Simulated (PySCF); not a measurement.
Diagnose this run.

A geometry optimisation on Br2CdH6P2, SMILES `[PH3]->[Cd](<-[PH3])([Br])[Br]` (singlet state). Computed with PBE0-D3(BJ)/def2-SVP geometry optimisation, gas phase, def2 core potentials past Kr in PySCF 2.14.0.

Driver input (Å, GFN2-xTB start):

```
{"job": {"xc": "PBE0", "basis": "def2-SVP", "d3": "d3bj", "grid": 1, "maxiter": 40, "shake": 0.03, "kind": "geom"}, "charge": 0, "multiplicity": 1}
Cd     1.6021    -0.0725     1.1021
Br     0.1496     0.0578     3.1561
Br     2.8796    -0.0778    -0.9956
P     -0.1663     2.0765    -0.1992
H     -0.5043     2.1356    -1.5815
H      0.0035     3.4346    -0.0705
H     -1.5679     2.2217     0.1547
P     -0.2290    -2.0545    -0.1752
H     -1.6204    -2.2529     0.1806
H      0.0254    -3.4249    -0.0354
H     -0.4744    -2.1290    -1.5051
```

Output:

```
step   0  E = -6000.74077649  max force = 0.034355
step   1  E = -6000.75036597  max force = 0.007489
step   2  E = -6000.75250624  max force = 0.008382
step   3  E = -6000.75424557  max force = 0.005608
step   4  E = -6000.75558323  max force = 0.006761
step   5  E = -6000.75649248  max force = 0.004297
step   6  E = -6000.75662284  max force = 0.002987
step   7  E = -6000.75691665  max force = 0.001981
step   8  E = -6000.75697008  max force = 0.001299
step   9  E = -6000.75695093  max force = 0.000895
step  10  E = -6000.75694124  max force = 0.000705
step  11  E = -6000.75693587  max force = 0.000624
step  12  E = -6000.75693318  max force = 0.000588
step  13  E = -6000.75693187  max force = 0.000573
step  14  E = -6000.75693123  max force = 0.000567
step  15  E = -6000.75693091  max force = 0.000563
step  16  E = -6000.75693075  max force = 0.000562
step  17  E = -6000.75693061  max force = 0.000560
step  18  E = -6000.75693046  max force = 0.000558
step  19  E = -6000.75693031  max force = 0.000557
step  20  E = -6000.75693017  max force = 0.000555
step  21  E = -6000.75693002  max force = 0.000554
step  22  E = -6000.75692987  max force = 0.000552
step  23  E = -6000.75692972  max force = 0.000551
step  24  E = -6000.75692958  max force = 0.000549
step  25  E = -6000.75692944  max force = 0.000547
step  26  E = -6000.75692929  max force = 0.000546
step  27  E = -6000.75692914  max force = 0.000545
step  28  E = -6000.75692900  max force = 0.000543
step  29  E = -6000.75692885  max force = 0.000542
step  30  E = -6000.75692871  max force = 0.000541
step  31  E = -6000.75692856  max force = 0.000539
step  32  E = -6000.75692842  max force = 0.000537
step  33  E = -6000.75692827  max force = 0.000536
step  34  E = -6000.75692813  max force = 0.000534
step  35  E = -6000.75692799  max force = 0.000533
step  36  E = -6000.75692784  max force = 0.000532
step  37  E = -6000.75692770  max force = 0.000530
step  38  E = -6000.75692756  max force = 0.000529
step  39  E = -6000.75692742  max force = 0.000528
step  40  E = -6000.75692727  max force = 0.000527
optimisation not converged
```

Energies are in Eh and forces in Eh/bohr.

Problem. Which diagnosis fits best?
A. step limit reached while the energy was still falling
B. step limit reached with the energy going up and down
C. step limit reached with the energy nearly constant

Solution. C. After 41 gradient evaluations the largest force component was 0.00053 Eh/bohr against a threshold of 0.00045, and over the last 5 steps the energy changed by 0.000 kcal/mol in all, within a range of 0.000 kcal/mol, the last step by 0.000 kcal/mol. The energy rose in 5 of the 40 steps.

Problem. How can it be mended?

Solution. Restart from the last geometry, if need be with a computed Hessian or a finer grid, and confirm the end point by frequencies.
